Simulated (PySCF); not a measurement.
SMILES C[S][Zn][S]C (C2H6S2Zn) at its CAM-B3LYP/def2-SVP optimised geometry (Å):

```
11

Zn    -0.7288     1.1838     0.0000
S      1.4411     1.1838     0.0000
C      1.8048    -0.5979    -0.2329
H      1.4196    -1.2125     0.5916
H      2.8983    -0.6972    -0.2479
H      1.4161    -0.9802    -1.1861
S     -2.8983     1.2125    -0.0230
C     -3.2843     1.0411     1.7609
H     -2.9226     0.0906     2.1752
H     -4.3788     1.0551     1.8495
H     -2.8852     1.8740     2.3547
```

Method: CAM-B3LYP/def2-TZVP (PySCF 2.14.0). Cells within 0.4 Å of a nucleus heavier than hydrogen are left out (blank, or x).

Map of the Laplacian of the electron density (e/bohr⁵), clipped to [-1.50, 1.50] on the plane z = 0.0 Å:

```
|3333333333333333333333333333333|
|3333333333333333333333333333333|
|3333333333333333333333333333333|
|3333333333333333333333333333333|
|3333333333333333333333333333333|
|3333333333333333333333333333333|
|3333333333333333333333333333333|
|3333333333333333333333333333333|
|3333333333333333333333333333333|
|3333332233346753333323333333333|
|3333329913399995333991333333333|
|333329xx6249xx99319xx6333333333|
|333329xx4249xx99319xx6333333333|
|3333319523389995333992333333333|
|3333332333345643333223333333333|
|3333333333333333333312333333333|
|33333333333333333333x9233333333|
|33333333333333333332xx011333333|
|3333333333333333333202333333333|
|3333333333333333333334333333333|
|3333333333333333333333333333333|
|3333333333333333333333333333333|
|3333333333333333333333333333333|
|3333333333333333333333333333333|
|3333333333333333333333333333333|
|3333333333333333333333333333333|
|3333333333333333333333333333333|
|3333333333333333333333333333333|
|3333333333333333333333333333333|
|3333333333333333333333333333333|
|3333333333333333333333333333333|
```
Scale: ten equal steps from -0.726 (start of '0') to 1.50 (end of '9'), in the order '0123456789'; x runs from -5.00 to 5.00, y from -5.00 (bottom) to 5.00 (top).
